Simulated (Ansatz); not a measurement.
Ansatz (a program for electronic structure) input (PBE/def2-TZVPP): A basis named .json is the Basis Set Exchange file of that set (core-valence sets with the plain set on hydrogen).

Ansatz 0.2 input:
```yaml
crystal:
  periodic: [false, false, false]
  atoms:
    - {symbol: C, position_ang: [0.00000000, 0.00000000, 0.00000000]}
basis:
  gaussian:
    orbitals: def2-TZVPP
    fitting: {mean_field: cc-pVTZ-JKFIT.json}
hamiltonian:
  xc: {name: PBE}
magnetization: {spin_polarized: true, initial_magnetization: 2}
scf: {lower_state_search: full}
```

Output:

```
Functional definition: PBE
integrals: 0.00 GiB planned
79 factors; integrals over basis functions are off by at most 4.3e-1 eV
mean field: 0.06 GiB planned
mean field evaluation 1: about -1028.2178 eV, gradient 6.5e0 eV
mean field evaluation 2: about -1028.2177 eV, gradient 6.5e0 eV
mean field evaluation 4: about -1028.4802 eV, gradient 3.2e-1 eV
mean field evaluation 8: about -1028.4808 eV, gradient 5.7e-5 eV
mean field evaluation 16: about -1028.4808 eV, gradient 3.6e-6 eV
mean field evaluation 32: about -1028.4807 eV, gradient 8.7e-5 eV
mean field evaluation 64: about -1028.4799 eV, gradient 4.8e-1 eV
mean field -1028.48080676 eV, -37.7959725191 hartree, gradient 1.2e-5 eV, S^2 2.002882; 9 other end points of the search recorded, 0 dependent functions left out
reference -1028.48083393 eV, -37.7959735176 hartree; 4, 2 occupied and 27, 29 virtual orbitals, 79 factors
Total energy: -1028.48083393 eV, -37.7959735176 hartree
```
